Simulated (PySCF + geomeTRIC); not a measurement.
Species: CH₃BF₂, SMILES `BC(F)F` (H–B–C–F torsion 32°) (charge 0, multiplicity 1).

### Question
Give a relaxed geometry from M06-2X/def2-TZVP (PySCF + geomeTRIC).

### Answer
Several could match; the one computed here: the end point of this relaxation, one of several conformers (outside a Z-matrix the atoms follow the SMILES, hydrogens last).
Z-matrix (Å, degrees):
```
C
F 1 1.3652
F 1 1.3653 2 106.76
H 1 1.1019 2 106.95 3 114.25
B 1 1.5811 4 109.25 2 -123.00
H 5 1.1846 1 118.79 4 87.88
H 5 1.1846 6 122.40 1 175.13
```
